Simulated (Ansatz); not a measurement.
A nudged elastic band was laid between two geometries of GaH3 + H (5 atoms, charge 0, multiplicity 2).

Computed with Ansatz 0.2.0, UHF/def2-SVP.

- movable images: 5
- climbing image: yes
- spring: 5.0 eV/Å²
- optimiser: quadratic models (default)
- start path: through a guess of the saddle point
- force threshold: 0.03 eV/Å
- iteration limit: 60
- end points: relaxed

First end point:

```xyz
5
Properties=species:S:1:pos:R:3
Ga 0.000 0.000 -0.439
H 0.000 0.000 1.135
H 1.365 0.000 -1.224
H -1.365 0.000 -1.224
H 0.000 0.000 4.783
```

Last end point:

```xyz
5
Properties=species:S:1:pos:R:3
Ga 0.000 0.000 -1.203
H 0.000 0.000 3.739
H 1.377 0.000 -1.996
H -1.377 0.000 -1.996
H 0.000 0.000 4.486
```

Task: What changes between the two ends?

Result: Bonds broken: Ga1–H2. Bonds formed: H2–H5. GaH3 + H becomes GaH2 + H2.

Task: Give the energies along the band, and the barrier.

Result: The forces met the threshold. The highest image is number 2 of 0 to 6, 10.5 kcal/mol above the first end and 27.2 kcal/mol above the last; the last end lies 16.7 kcal/mol below the first. A structure lower than the last end lies on the path between it and the top, so the climb from that side starts below the end, which may itself be a saddle point or a shallow side well. A vibrational analysis at the climbing image gives one clearly imaginary mode, 1730i cm⁻¹: a first-order saddle point.

```tsv
image	path coordinate (Å)	energy (kcal/mol)	Ga1–H2 (Å)	H2–H5 (Å)
0	0.00	0.0	1.57	3.65
1	1.07	0.7	1.57	2.45
2	2.15	10.5	1.72	1.15
3	3.60	-17.0	3.26	0.75
4	5.04	-16.7	4.00	0.75
5	6.49	-16.7	4.37	0.75
6	7.94	-16.7	4.94	0.75
```

Task: What is the geometry of the highest image?

Result: 
```xyz
5
Properties=species:S:1:pos:R:3
Ga 0.000 0.000 0.000
H -0.001 0.000 1.720
H 1.373 0.002 -0.778
H -1.372 -0.002 -0.779
H -0.001 0.000 2.867
```

The band took 28 iterations and of the order of 2.2 core-minutes.

The run took 2.2 min on 1 thread of Arm Neoverse N1 (shared host), peak memory 0.1 GiB.
